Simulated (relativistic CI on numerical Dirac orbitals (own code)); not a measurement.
Computed by Dirac-Coulomb-Breit CI, separate exchange-only KLI orbitals for each configuration, QED by a radiative potential, valence Slater integrals scaled by 0.9, P86 correlation estimate, and configurations built on the next ion tied to the tabulated ionisation energy (semi-empirical) (own radial code, finite nucleus).

Configuration list (outside the closed core 1s2): 2s²2p³, 2s²2p²3s, 2s²2p²3p, 2s²2p²3d, 2s²2p²4s, 2s2p⁴, 2p⁵, 2p⁴3s, 2p⁴3p, 2p⁴3d, 2s2p³3s, 2s2p³3p, 2s2p³3d, 2s²2p²4p, 2s²2p²4d, 2s²2p²4f, 2s²2p3s², 2s²2p3s3p, 2s2p³4s, 2s²2p3p², 2s²2p3s3d, 2s2p³4p, 2s2p³4d, 2s2p³4f. Levels of other configurations are missing.

Configurations that consist of the next ion and one excited electron were tied to the tabulated ionisation energy; Rydberg ones are usually within 1,000 to 3,000 cm⁻¹ and the lowest ones within about 6,000 (9,000 in d shells), while levels on excited terms of the next ion carry the error of that term, and the other configurations can be misplaced by 10,000 cm⁻¹ or more. Rates follow the energies as ν³ (E1, M1) or ν⁵ (E2), so rates, branching and lifetimes can be off by large factors.

Outline of the computed level scheme of Si VIII. Lowest level of each configuration: 2s²2p³ ⁴S°3/2 at 0.000 eV; 2s2p⁴ ⁴P5/2 at 39.628 eV; 2p⁵ ²P°3/2 at 103.647 eV; 2s²2p²3s ⁴P1/2 at 176.683 eV; 2s²2p²3p ²S°1/2 at 186.410 eV; 2s2p³3s ⁶S°5/2 at 197.132 eV; 2s²2p²3d ⁴F3/2 at 199.919 eV.

Some strong electric-dipole decays among the lowest 45 levels: 2s²2p²3s ²P1/2 → 2s²2p³ ²D°3/2 (1.2e+11 s⁻¹); 2s²2p²3s ²P3/2 → 2s²2p³ ²D°5/2 (1.0e+11 s⁻¹); 2s²2p²3s ²D5/2 → 2s²2p³ ²D°5/2 (7.6e+10 s⁻¹); 2s²2p²3s ²D3/2 → 2s²2p³ ²D°3/2 (6.9e+10 s⁻¹); 2s²2p²3s ²S1/2 → 2s²2p³ ²P°3/2 (6.6e+10 s⁻¹); 2s²2p²3s ²P3/2 → 2s²2p³ ²P°3/2 (6.4e+10 s⁻¹); 2s²2p²3s ⁴P5/2 → 2s²2p³ ⁴S°3/2 (5.8e+10 s⁻¹); 2s²2p²3s ⁴P3/2 → 2s²2p³ ⁴S°3/2 (5.8e+10 s⁻¹).
